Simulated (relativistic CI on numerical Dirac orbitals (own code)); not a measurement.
**Radial parameters of Mo¹⁶⁺**

Calculated at this level of theory: Dirac-Coulomb-Breit CI, separate exchange-only KLI orbitals for each configuration, model QED, unscaled Slater integrals (own radial code, finite nucleus).

Slater integrals F^k, G^k are unscaled and averaged over j, outside the closed core [Ne]; ζ comes from projecting the Hamiltonian with its Breit term on Σ l·s of the shell.

- 3s2.3p6.3d8: F^2(3d,3d) = 256840, F^4(3d,3d) = 164160, ζ(3d) = 11167 cm⁻¹; <r>(3d) = 0.3882, <r^2>(3d) = 0.1781 (bohr units).
- 3s2.3p5.3d9: ζ(3p) = 100520, F^2(3p,3d) = 237660, G^1(3p,3d) = 272750, G^3(3p,3d) = 175480, ζ(3d) = 10976 cm⁻¹; <r>(3p) = 0.4146, <r^2>(3p) = 0.199, <r>(3d) = 0.3891, <r^2>(3d) = 0.179 (bohr units).
- 3s2.3p4.3d10: F^2(3p,3p) = 240140, ζ(3p) = 100510 cm⁻¹; <r>(3p) = 0.4151, <r^2>(3p) = 0.1995 (bohr units).

Problem. Give the Racah parameters of the d shell in 3s2.3p6.3d8.

Solution. B = F²/49 − 5F⁴/441 = 3380 cm⁻¹ and C = 35F⁴/441 = 13028 cm⁻¹.

Averages of the first 10 configurations, taken without configuration mixing, which lowers the lowest level and can move excited configurations by several eV; other configurations of the list can lie among them:

| Configuration | Parity | States | Average energy above the lowest level (eV) |
| --- | --- | --- | --- |
| 3s2.3p6.3d8 | even | 45 | 6.3 |
| 3s2.3p5.3d9 | odd | 60 | 174.7 |
| 3s2.3p4.3d10 | even | 15 | 346.4 |
| 3s.3p6.3d9 | even | 20 | 280.9 |
| 3p6.3d10 | even | 1 | 560.1 |
| 3s2.3p6.3d7.4s | even | 240 | 261.7 |
| 3s2.3p6.3d7.4p | odd | 720 | 296.3 |
| 3s.3p5.3d10 | odd | 12 | 448.0 |
| 3s2.3p6.3d7.4d | even | 1200 | 349.1 |
| 3s2.3p6.3d6.4s2 | even | 210 | 534.7 |
